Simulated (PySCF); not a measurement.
Correlation energy of W⁺ (tungsten, charge +1)

[Xe] 4f14 5d3 6s1 7s1, high-spin 6F determinant (an excited configuration). Computed with PySCF 2.14 in aug-cc-pVTZ-PP with ECP60MDF (6s6p5d3f2g, 88 functions), with scalar relativity through the core potential. Frozen: 5s2 5p6; 5 electrons correlated.

```tsv
level	correlation energy (mhartree)
CCSD	-41.12
(T)	-1.34
CCSD(T)	-42.46
```

Diagnostics: T1 = 0.015, D1 = 0.0486, largest double amplitude 0.103.

Spin-orbit coupling, absent here, splits the open shell strongly. The outer electron is Rydberg-like, and this basis confines it to a smaller radius and binds it less than a complete one would.

Cost of the coupled-cluster step: about 14 core-seconds, for 5 correlated electrons.
